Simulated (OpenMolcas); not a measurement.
**W4+ in a point-charge field**

W4+ among 6 point charges of -1.7 e arranged as a trigonal prism (D3h), 2.24 Å from the ion, with a polar angle of 50.6° against the regular 49.1°.

- Program: OpenMolcas 26.06
- Method: CASSCF
- Basis: ANO-RCC-VDZP [7s6p4d2f1g]
- Scalar Hamiltonian: DKH2, point nucleus
- Active space: 2 electrons in 5 orbitals (5d)
- State averaging: 2S+1 = 3 even, 10 roots; 2S+1 = 1 even, 15 roots
- Spin-orbit coupling: state interaction with AMFI integrals over the reference wave functions

The lowest spin-free states (labels of D3, the rotations of D3h), above the lowest:

```tsv
State	Degeneracy	E (cm-1)	Free-ion L (%)
3E	2	0.0	F (100)
3A2	1	4439	F (58)
3A1	1	5095	F (100)
3A2	1	5128	F (100)
3E	2	6010	F (99)
1A1	1	9163	D (96)
1E	2	12633	G (96)
1E	2	13068	D (68)
1E	2	15185	D (100)
3A2	1	17344	P (58)
3E	2	18543	P (99)
1A1	1	20685	G (100)
1A2	1	20796	G (100)
1A1	1	21716	G (91)
1E	2	23065	G (100)
1E	2	27005	G (73)
1A1	1	45862	S (92)
```

The lowest levels with spin-orbit coupling:

```tsv
E (cm-1)	Degeneracy	Label	2S+1	g
0.0	2	E	3	0.00 0.00 0.48
982.2	2	E	3	0.00 0.00 3.24
2214	1	A1	3 (80 %)	
7163	1	A2	3	
7173	1	A1	3	
7946	2	E	3	0.00 0.00 3.23
8638	2	E	3	0.00 0.00 3.05
10656	1	A2	3	
13086	1	A2	3	
13103	1	A1	3	
13328	1	A1	3	
13611	2	E	3 (86 %)	0.00 0.00 2.52
14066	2	E	3 (65 %)	0.00 0.00 9.24
14723	2	E	3 (88 %)	0.00 0.00 5.32
16874	1	A1	1 (63 %)	
18950	2	E	1 (61 %)	0.00 0.00 4.48
20154	2	E	1 (51 %)	0.00 0.00 2.31
20558	1	A1	3 (87 %)	
21513	2	E	1 (65 %)	0.00 0.00 8.61
22759	2	E	3	0.00 0.00 2.93
```

Powder χT (cm3 K/mol): 0.00763 at 2 K, 0.00939 at 10 K, 0.0182 at 50 K, 0.0292 at 100 K, 0.0514 at 200 K, 0.0756 at 300 K. The effective moment at 300 K is 2.828 √(χT) = 0.78 μB.

The lowest level has 2S+1 = 3, for which the spin-only value is χT = S(S+1) / 2 = 1.000 cm3 K/mol (g = 2). The computed 0.076 at 300 K differs by -0.924, through orbital momentum, spin-orbit coupling and any other state in reach.

An orbital doublet at a regular site is open to a Jahn-Teller distortion, which this geometry leaves out. Without dynamic correlation the repulsion within the d shell is too large (B by tens of per cent), so at a given field states of lower spin stand too high. Point charges carry no covalency, so the field is a model and not that of real ligands. No measured value stands beside these numbers.

With an even number of electrons the g values are those of a degenerate or nearly degenerate non-Kramers pair.
